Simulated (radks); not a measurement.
Results of a calculation; reference values are marked as such.
All-electron atom: Zn+ in [Ar] 3d10 4s1 (the NIST ground configuration). Code: a radial shooting solver on a logarithmic mesh with Libxc functionals. Model: scalar-relativistic Kohn-Sham, PBE, spin-polarised, spherical densities, finite nucleus; open shells are filled with parallel spins first; Fermi nuclear charge, rms radius 3.9283 fm.

Normalised radial functions P(r) = r R(r), r in bohr:

| r | 3s up | 3p up | 4s up |
|---|---|---|---|
| 0.003281 | 0.1225 | 0.0035 | 0.0324 |
| 0.004307 | 0.1547 | 0.0059 | 0.0409 |
| 0.005608 | 0.1920 | 0.0096 | 0.0508 |
| 0.007361 | 0.2367 | 0.0158 | 0.0626 |
| 0.009585 | 0.2847 | 0.0255 | 0.0753 |
| 0.01258 | 0.3357 | 0.0415 | 0.0887 |
| 0.01638 | 0.3806 | 0.0657 | 0.1006 |
| 0.0215 | 0.4113 | 0.1039 | 0.1086 |
| 0.02823 | 0.4102 | 0.1605 | 0.1083 |
| 0.03675 | 0.3593 | 0.2377 | 0.0946 |
| 0.04824 | 0.2352 | 0.3423 | 0.0615 |
| 0.06282 | 0.0344 | 0.4628 | 0.0081 |
| 0.08245 | -0.2410 | 0.5863 | -0.0649 |
| 0.1082 | -0.5269 | 0.6671 | -0.1400 |
| 0.1409 | -0.7078 | 0.6437 | -0.1858 |
| 0.185 | -0.6592 | 0.4480 | -0.1681 |
| 0.2409 | -0.3006 | 0.0639 | -0.0660 |
| 0.3162 | 0.3300 | -0.4716 | 0.1056 |
| 0.415 | 0.9804 | -0.9818 | 0.2653 |
| 0.5404 | 1.3311 | -1.2557 | 0.3068 |
| 0.7093 | 1.2532 | -1.2037 | 0.1707 |
| 0.9236 | 0.8760 | -0.9031 | -0.1019 |
| 1.212 | 0.4466 | -0.5230 | -0.4185 |
| 1.579 | 0.1675 | -0.2361 | -0.6440 |
| 2.072 | 0.0408 | -0.0753 | -0.7105 |
| 2.72 | 0.0060 | -0.0158 | -0.5966 |
| 3.541 | 0.0005 | -0.0021 | -0.3862 |
| 4.648 | 0.0000 | -0.0001 | -0.1816 |
| 6.053 | 0.0000 | 0.0000 | -0.0596 |
| 7.945 | 0.0000 | 0.0000 | -0.0114 |

3s up: eigenvalue -138.87 eV, 2 radial nodes at r = 0.0652, 0.277 bohr, <r> = 0.682 bohr, 90 % of the charge inside 1.02 bohr. 3p up: eigenvalue -93.063 eV, 1 radial node at r = 0.250 bohr, <r> = 0.714 bohr, 90 % of the charge inside 1.10 bohr. 4s up: eigenvalue -14.521 eV, 3 radial nodes at r = 0.0649, 0.270, 0.845 bohr, <r> = 2.39 bohr, 90 % of the charge inside 3.60 bohr.
